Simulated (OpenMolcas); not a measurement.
**Tl II: effect of the IPEA shift**

```
Program             : OpenMolcas 26.06
Basis               : ANO-RCC-VTZP [8s7p5d3f2g]
Scalar Hamiltonian  : DKH2, point nucleus
Active space        : 2 electrons in 4 orbitals (6s 6p)
State averaging     : 2S+1 = 3 even, 3 roots; 2S+1 = 1 even, 7 roots; 2S+1 = 3 odd, 3 roots; 2S+1 = 1 odd, 3 roots
Spin-orbit coupling : state interaction with AMFI integrals over the reference wave functions, term energies averaged over their components
```

Methods on the same reference wave functions:
A. CASSCF
B. MS-CASPT2, IPEA 0 Eh, imaginary shift 0.1 Eh (closed shells correlated: 5d)
C. MS-CASPT2, IPEA 0.25 Eh, imaginary shift 0.1 Eh (closed shells correlated: 5d)

Energies in cm⁻¹ above 6s² ¹S₀, the measured ground level; measured values from NIST Handbook of Basic Atomic Spectroscopic Data.

```csv
Level,A,B,C,Measured
6s² ¹S₀,0.0,0.0,0.0,0.0
6s 6p ³P°₀,43199,50540,50780,49451
6s 6p ³P°₁,45976,53150,53400,52394
6s 6p ³P°₂,52834,60180,60410,61728
6s 6p ¹P°₁,74733,73960,74730,75663
6p² ³P₀,113234,120370,120980,
6p² ³P₁,118475,126360,126910,
6p² ¹S₀,147153,147700,148650,
```

Deviations, from unrounded energies. A percentage is the sum of absolute deviations over the sum of measured energies, with the sign that they share, or ± where signs differ.

```tsv
Against measurement	Levels	A	B	C
mean absolute deviation (cm-1)	4	5600	1300	1100
other configurations (%)	4	-9.4	±2.1	±1.9
```

C lies closest to measurement on these levels and A furthest from it. The largest miss of C in the table is 6s 6p ³P°₀, by +1300 cm-1. The ranking rests on the paired levels alone, and a cruder setting can come out closer through cancelling errors.

Between B and C the level of the table that moves most is 6p² ¹S₀, by 950 cm-1 (lowest in B, highest in C). Moves below CASPT2's spread within the term are not significant.

The lowest spin-free term lies below A's lowest term by 0.413 hartree in B, 0.410 hartree in C.

Over all roots computed the reference weight is 0.85 to 0.92 in B, 0.87 to 0.93 in C; the roots of lowest weight are the least certain, and an intruder state may touch them. The ¹D term of p² mixes with s d, which this space lacks. Spin-orbit splittings of 6p shells tend to come out small when the coupling is added on scalar orbitals. Measured partners are found by configuration, term and J. A level has none where our copy of the source lacks it or the pairing is in doubt (some pairs that miss far off the trend of their configuration count as doubtful), and it then counts in no deviation. Levels of configurations outside the active space are missing. The table leaves out levels that lie high or whose names do not pair safely across all columns.

° marks odd parity.
